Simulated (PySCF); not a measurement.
(E)-1-bromo-1-fluoroprop-1-ene (C₃H₄BrF), SMILES C(/Br)(F)=C\C. Atoms are numbered in the order given.

```xyz
9

C      0.3938    -2.9352     0.0000
C      0.7140    -1.4711     0.0000
C     -0.2180    -0.5031     0.0000
F     -1.5321    -0.7528     0.0000
Br     0.1636     1.3534     0.0000
H      0.8281    -3.4374     0.8907
H     -0.6976    -3.1144     0.0000
H      0.8281    -3.4374    -0.8907
H      1.7656    -1.1489     0.0000
```
Charge 0, spin multiplicity 1.

The structure is a stationary point at PBE-D3(BJ)/def2-SVP.

The numbers are results of PBE-D3(BJ)/def2-SVP run with PySCF, not measurements.

Frequencies are harmonic and unscaled.

```
mode  ν (cm⁻¹)  IR (km/mol)  moving atoms (share of kinetic energy)
----  --------  -----------  --------------------------------------
1          142          0.1                                  H 95 %
2          187          1.3                          C 66 %, H 29 %
3          205          1.2          C 44 %, F 28 %, H 20 %, Br 8 %
4          332          3.0                          F 56 %, C 31 %
5          354          3.3          C 39 %, Br 38 %, F 14 %, H 9 %
6          523          0.1                           C 86 %, F 8 %
7          718         19.1                  C 51 %, H 25 %, F 22 %
8          786         17.3                          H 89 %, C 10 %
9          962         61.4                          C 51 %, H 48 %
10         999          0.0                          H 66 %, C 34 %
11        1024         91.9                  C 52 %, H 24 %, F 24 %
12        1115         49.4                          C 55 %, H 41 %
13        1277         49.4                          H 60 %, C 34 %
14        1344          3.2                          H 72 %, C 27 %
15        1406          8.5                                  H 97 %
16        1408          1.5                                  H 94 %
17        1697         76.5                                  C 95 %
18        2964         23.9                                  H 97 %
19        3031          8.7                           H 91 %, C 9 %
20        3087          4.4                           H 91 %, C 9 %
21        3140          3.7                           H 92 %, C 8 %
```
